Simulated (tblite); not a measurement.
Compound: C₈H₁₀FOP.
Z-matrix (Å and degrees, GFN2-xTB geometry), rows numbered from 1:
```
C 
P   1  1.8350
C   2  1.8351  1  105.33
O   2  1.4669  1  113.31  3   124.38
C   2  1.8228  1  105.45  3  -111.24
C   5  1.3888  2  123.02  1    55.53
C   6  1.3821  5  120.07  2   179.95
C   7  1.3853  6  118.75  5    -0.02
F   8  1.3478  7  118.73  6   179.98
C   8  1.3836  7  122.19  6     0.02
C  10  1.3828  8  118.31  7    -0.00
H   1  1.0851  2  112.70  3    54.71
H   1  1.0889  2  107.50  3   -66.74
H   1  1.0886  2  107.90  3   176.31
H   3  1.0889  2  107.51  1    66.61
H   3  1.0851  2  112.69  1   -54.85
H   3  1.0885  2  107.92  1  -176.45
H   6  1.0800  5  120.27  2    -0.05
H   7  1.0790  6  121.59  5   179.96
H  10  1.0788  8  119.93  7   179.99
H  11  1.0800  5  118.32  2     0.05
```

Computed values, GFN2-xTB/tblite, gas phase, harmonic and unscaled. Errors from tens to a few hundred cm⁻¹ against measured bands are possible. One conformer, not necessarily the lowest.

Harmonic wavenumbers (cm⁻¹): 42.7, 72.1, 124.3, 141.6, 166.1, 178.0, 206.2, 250.7, 301.7, 306.9, 373.1, 374.7, 381.5, 409.9, 485.3, 597.1, 602.0, 660.0, 706.1, 734.5, 792.9, 812.0, 825.0, 833.0, 867.9, 872.0, 880.6, 909.6, 924.5, 1008.2, 1114.4, 1120.0, 1161.4, 1230.4, 1246.0, 1265.3, 1309.0, 1315.5, 1327.3, 1397.0, 1418.1, 1425.9, 1433.5, 1441.1, 1467.0, 1584.1, 1588.2, 3003.0, 3005.9, 3010.9, 3011.1, 3039.8, 3043.9, 3079.7, 3089.3, 3104.6, 3107.4.

A = 2281, B = 521.2, C = 481.5 MHz; mass 172.045 u (most abundant isotopes); point group Cs, symmetry number 1.

Task: Zero-point energy?

Result: Half the sum of the wavenumbers: 34590 cm⁻¹ = 98.90 kcal/mol.

Task: Entropy at 350 K, 1 bar (ideal gas, RRHO, classical rotation)?

Result: Translation 42.16, rotation 31.19, vibration 41.72: S = 115.1 cal/(mol K).

Task: And Cp and H(350 K) − H(0)?

Result: Cp = 52.20 cal/(mol K), of which vibrations give 44.25 (their classical limit is 57 R = 113.3); H(350 K) − H(0) = 10.60 kcal/mol without the zero-point energy, 7.82 from vibrations.

Task: Blend soft modes into free rotors: weight 1/[1 + (100 cm⁻¹/ν̃)⁴] for the oscillator and the rest for a rotor with moment μB/(μ + B), μ = h/(8π²ν), B = 10⁻⁴⁴ kg m². What vibrational entropy results?

Result: 39.05 cal/(mol K) in place of 41.72, which changes −T·S at 350 K by +0.93 kcal/mol.

Task: Which modes carry the vibrational entropy at 350 K?

Result: 42.7 cm⁻¹: 5.45; 72.1 cm⁻¹: 4.41; 124.3 cm⁻¹: 3.34; 141.6 cm⁻¹: 3.09; 166.1 cm⁻¹: 2.78; 178.0 cm⁻¹: 2.65 cal/(mol K); the other 51 give 19.99 together.

Task: What must be added to the electronic energy to get the Gibbs energy at 350 K and 1 bar?

Result: ZPE + [H(350 K) − H(0)] − T·S = 98.90 + 10.60 − 40.27 = 69.23 kcal/mol.

Task: How do the functions run with temperature in this model?

Result: 
```csv
T (K),S (cal/(mol K)),Cp (cal/(mol K)),H − H(0) (kcal/mol),G − H(0) (kcal/mol),ln q(vib)
50,61.1,13.5,0.50,-2.55,0.54
100,72.8,21.0,1.37,-5.91,1.84
298.15,107.2,46.1,8.05,-23.90,8.08
373.15,118.5,54.8,11.84,-32.37,10.49
500,136.3,67.1,19.60,-48.55,14.53
750,166.9,83.5,38.60,-86.57,22.13
1000,192.4,93.8,60.86,-131.57,29.10
```

q(vib) and H(0) count from the zero-point level.

Hindered rotation and anharmonicity are outside this model. Other conformers, if any are populated, would add a mixing term that is left out.
